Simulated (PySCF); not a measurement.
A series of related molecules

The calculation used PySCF 2.14.0, TDDFT CAM-B3LYP/def2-SVPD circular dichroism and optical rotation, one conformer, gas phase. Geometry: GFN2-xTB.

Each molecule in one low-energy conformer. The parent is F[C@@H]1CC[CH2][Ge@@H]([F])[CH2]1.

The calculation is non-relativistic, which matters for the atoms heavier than Zn.

Task: How does the specific rotation at 589.3 nm (origin-invariant length gauge) change along this series?
- F[C@@H]1CC[CH2][Ge@@H]([F])[CH2]1 (base)
- F[C@@H]1CC[CH2][Ge@H]([F])[CH2]1 (diastereomer)

Result: 
```csv
molecule,[α]589 (deg dm⁻¹ (g/mL)⁻¹),S1 (eV),"R(S1), velocity form (10⁻⁴⁰ esu² cm²)"
F[C@@H]1CC[CH2][Ge@@H]([F])[CH2]1,-3.7,7.25,-9.1
F[C@@H]1CC[CH2][Ge@H]([F])[CH2]1,+7.3,7.07,+1.3
```
The specific rotation at 589.3 nm (origin-invariant length gauge) is lowest for F[C@@H]1CC[CH2][Ge@@H]([F])[CH2]1 and highest for F[C@@H]1CC[CH2][Ge@H]([F])[CH2]1.
